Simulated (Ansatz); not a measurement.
Stepwise reaction of `[SH][GaH][SH]` with hydrogen, as a gas-phase model of exchange steps in deposition or etching. ΔE in kJ/mol; ΔG adds harmonic PBE0-D4 terms to CCSD(T)/CBS, at 1 bar.

Computed with Ansatz on PBE0-D4/def2-TZVP structures; ΔE is electronic, products minus reactants. CBS: MP2 limit from def2 TZ/QZ plus the TZ coupled-cluster correction, frozen cores. This one scheme is used for every species. Functionals use def2-TZVPP. B3LYP here is the variant with VWN-RPA as its local correlation; programs differ in this. For Ga outer-core shells are correlated without core-valence functions, which leaves a few kJ/mol of doubt a bond. Scalar relativity is left out up to krypton. One conformer a species, not always the lowest.

```json
{"step": "1", "reaction": "`[SH][GaH][SH]` + H₂ → `[SH][GaH2]` + H₂S", "PBE-D4": "77.5", "B3LYP-D4": "74.1", "ωB97M-V": "71.1", "CCSD(T)/CBS": "76.9", "ΔG(600 K)": "60.4"}
{"step": "2", "reaction": "`[SH][GaH2]` + H₂ → `[GaH3]` + H₂S", "PBE-D4": "92.2", "B3LYP-D4": "86.7", "ωB97M-V": "83.6", "CCSD(T)/CBS": "90.7", "ΔG(600 K)": "84.3"}
```

Problem. By hand: ΔE of the 2 steps together at CCSD(T)/CBS.

Solution. (76.9) + (90.7) = 167.6 kJ/mol, or 83.8 kJ/mol a step.

In ΔE each step is higher than the one before. All are uphill at CCSD(T)/CBS. ΔG lies between 60.4 and 84.3 kJ/mol a step. PBE-D4 differs from CCSD(T)/CBS by 0.6 to 1.5 kJ/mol a step. Isolated molecules leave out the surface, adducts and barriers. Largest T1 diagnostic: 0.013.
